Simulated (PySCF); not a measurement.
C5H9NSi2.
Numbering: `[SiH3:1][SiH2:2][c:3]1[cH:4][cH:5][cH:6][cH:7][n:8]1` (hydrogens: H9, H10, H11 on Si1; H12, H13 on Si2; H14 on C4; H15 on C5; H16 on C6; H17 on C7)

Cartesian coordinates in Å at the PBE0-D3(BJ)/def2-SVP level; atoms count from 1:
```
atom  x, y, z in Å
Si1    3.1124    0.7326    0.4817
Si2    1.8542   -1.1501   -0.1131
C3     0.0797   -0.5074   -0.2996
C4    -0.9234   -1.1224   -1.0594
C5    -2.1907   -0.5463   -1.1007
C6    -2.4166    0.6240   -0.3813
C7    -1.3582    1.1693    0.3456
N8    -0.1461    0.6255    0.3852
H9     2.7644    1.8720   -0.4198
H10    2.8549    1.1118    1.9025
H11    4.5765    0.4486    0.3344
H12    1.9050   -2.1992    0.9557
H13    2.3154   -1.7939   -1.3851
H14   -0.7110   -2.0407   -1.6125
H15   -2.9916   -1.0035   -1.6876
H16   -3.3934    1.1125   -0.3847
H17   -1.4973    2.0929    0.9192
```

All values: CAM-B3LYP/def2-SVPD (PySCF, non-relativistic), on one gas-phase PBE0-D3(BJ)/def2-SVP geometry that isn't relaxed in the solvent. The solvent is an IEF-PCM continuum (Bondi radii, 1.10 Å for H, scaled by 1.2). Specific hydrogen bonds and non-electrostatic terms are outside this model.

Gas phase at CAM-B3LYP/def2-SVPD: HOMO -8.81 eV, LUMO -0.10 eV, dipole 2.83 D.

Problem. What does the continuum do to the energy, the frontier levels and the dipole at CAM-B3LYP/def2-SVPD in cyclohexane and dichloromethane?

Solution. 
```tsv
solvent	ε	E(solvent) − E(gas) (kcal/mol)	polarisation term (kcal/mol)	distortion of the solute (kcal/mol)	HOMO (eV)	LUMO (eV)	dipole (D)
cyclohexane	2.017	-1.23	-1.33	0.10	-8.79	-0.03	3.20
dichloromethane	8.93	-2.88	-3.43	0.55	-8.78	0.00	3.67
```

The polarisation term is half the interaction of the solute with the surface charges that it induces; the rest is the cost of distorting the solute's density. The sum is the electrostatic part of solvation alone. The atom shares or the degeneracy of the HOMO differ from the gas phase in dichloromethane, so that column needn't follow one orbital. From cyclohexane to dichloromethane the lowering changes by a factor 2.34, Onsager's factor (ε − 1)/(2ε + 1) by 2.08 and ε itself by 4.4.

Problem. Which radius a makes the point-dipole formula ΔE = −[(ε − 1)/(2ε + 1)]·μ²/a³ give the value in dichloromethane, with the gas-phase dipole?

Solution. μ = 1.115 au and |ΔE| = 0.00459 Eh give a = 2.56 Å; the farthest nucleus lies 4.41 Å from the centroid of the nuclei, so such a sphere wouldn't even hold the nuclei. The formula assumes a rigid point dipole at the centre of a sphere.

Problem. Give the dipole vector in the frame of the coordinates (D, pointing from negative to positive charge), gas and dichloromethane.

Solution. Gas (-2.53, -0.59, -1.12), solvent (-3.18, -0.93, -1.58). Its length changes by +30 % and its direction by 4°.

Problem. How does the static polarisability (CAM-B3LYP/def2-SVPD, frozen core, with the continuum's full static response) change?

Solution. 
```json
{"medium": "gas", "isotropic (au)": "121.8", "principal values (au)": "85.8, 126.1, 153.5", "⟨r²⟩ of the electrons (bohr²)": "1656.7"}
{"medium": "cyclohexane", "isotropic (au)": "138.4", "principal values (au)": "96.9, 145.7, 172.6", "⟨r²⟩ of the electrons (bohr²)": "1655.9"}
{"medium": "dichloromethane", "isotropic (au)": "161.9", "principal values (au)": "116.1, 174.2, 195.6", "⟨r²⟩ of the electrons (bohr²)": "1654.8"}
```

The isotropic value in dichloromethane is 1.33 times the gas-phase one; no cavity-field correction is applied. ⟨r²⟩ is taken about the centre of nuclear charge.
